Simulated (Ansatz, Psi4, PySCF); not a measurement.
Species: H$_{2}$S$_{2}$, charge 0, multiplicity 1. SMILES: SS
Coordinates optimised at B3LYP-D3(BJ)/def2-TZVP (Ansatz, an electronic-structure program):
```xyz
4

S     -0.9222     0.0561     0.4718
S      0.9228     0.0543    -0.4709
H     -1.5351    -0.8736    -0.2871
H      1.5259    -0.8942     0.2724
```

Quantity: vertical triplet-singlet gap, E(triplet) - E(singlet), in eV. Terms: dispersion terms only where a functional's name holds one; each state is the SCF solution reached for its charge and spin; non-relativistic; 6-311+G** with 5d, 6d on Na to Ar in Ansatz; no spin-orbit coupling; open shells spin-unrestricted; frozen cores in correlated levels; six Cartesian d functions in 6-31G* and its kin unless marked 5d. CBS(X,Y): correlation extrapolated as X^-3; Hartree-Fock from the larger set. The bracket is a focal-point correction in the basis named. Ab initio and DFT rows: single points at B3LYP-D3(BJ) geometries (Ansatz). Levels can end on unlike triplets.

Coupled cluster (Ansatz) is a level with limits of its own, used here on species with T1 under 0.025 (0.045 for open shells) and stable references: RI-MP2/CBS(aug-cc-pV(T+d)Z,aug-cc-pV(Q+d)Z)+[CCSD(T)-MP2]/aug-cc-pV(T+d)Z.

Value to compare with, RI-MP2/CBS(aug-cc-pV(T+d)Z,aug-cc-pV(Q+d)Z)+[CCSD(T)-MP2]/aug-cc-pV(T+d)Z (Ansatz): 4.30 eV.

```json
[
 {"level": "HF/6-31G*", "program": "Ansatz", "vertical triplet-singlet gap, E(triplet) - E(singlet) (eV)": "4.06", "difference": "-0.24"},
 {"level": "PBE/6-31G*", "program": "Ansatz", "vertical triplet-singlet gap, E(triplet) - E(singlet) (eV)": "3.88", "difference": "-0.42"},
 {"level": "B3LYP/6-31G*", "program": "Ansatz", "vertical triplet-singlet gap, E(triplet) - E(singlet) (eV)": "4.05", "difference": "-0.25"},
 {"level": "B3LYP/6-311+G**", "program": "Ansatz", "vertical triplet-singlet gap, E(triplet) - E(singlet) (eV)": "4.02", "difference": "-0.28"},
 {"level": "M06-2X/6-31G* (5d)", "program": "PySCF", "vertical triplet-singlet gap, E(triplet) - E(singlet) (eV)": "4.30", "difference": "0.00"},
 {"level": "wB97X-D/6-31G*", "program": "Psi4", "vertical triplet-singlet gap, E(triplet) - E(singlet) (eV)": "4.25", "difference": "-0.05"},
 {"level": "PBE/def2-TZVPD", "program": "Ansatz", "vertical triplet-singlet gap, E(triplet) - E(singlet) (eV)": "3.77", "difference": "-0.53"},
 {"level": "wB97M-V/def2-TZVPD", "program": "Ansatz", "vertical triplet-singlet gap, E(triplet) - E(singlet) (eV)": "4.27", "difference": "-0.03"},
 {"level": "wB97X-V/def2-TZVPD", "program": "Ansatz", "vertical triplet-singlet gap, E(triplet) - E(singlet) (eV)": "4.30", "difference": "0.00"}
]
```

Among the 6 habitual levels, PBE/6-31G* lies farthest from RI-MP2/CBS(aug-cc-pV(T+d)Z,aug-cc-pV(Q+d)Z)+[CCSD(T)-MP2]/aug-cc-pV(T+d)Z (Ansatz) (-0.42 eV); 0 of 6 lie above it, and their mean absolute difference is 0.21 eV, the median 0.24. One case shows no general order.

The levels are drawn from those run, B3LYP/6-31G* more often than the rest, none by its result; runs whose electronic state is in doubt are left out.
